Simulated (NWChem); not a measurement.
Species: SiH4O3; SMILES O[SiH](O)O

```xyz
8

Si     0.0780    -0.0053     0.4813
O     -1.3474     0.1970    -0.3444
O      0.5815    -1.5225     0.0660
O      1.2549     1.0760     0.0748
H     -0.1230     0.1912     1.9353
H     -1.8668     0.9796    -0.1403
H     -0.1096    -2.1090    -0.2555
H      1.6778     0.9361    -0.7784
```
Atoms are numbered in this order, from 1.

Program: NWChem. Pople sets run with spherical d functions. Coordinates come from a PBE0/def2-SVP optimisation. Core excitations by TDA in a window of 1s orbitals, non-relativistic and unshifted: absolute energies depend strongly on the exact-exchange share.

### Question
Estimate the computed values for Si K edge, B3LYP/6-311G**. Quantities: first 1s excitation (eV); dipole oscillator strength of the first.

### Answer
```yaml
first 1s excitation (eV): 1799.3
dipole_oscillator_strength_of_the_first: 0.0002
```
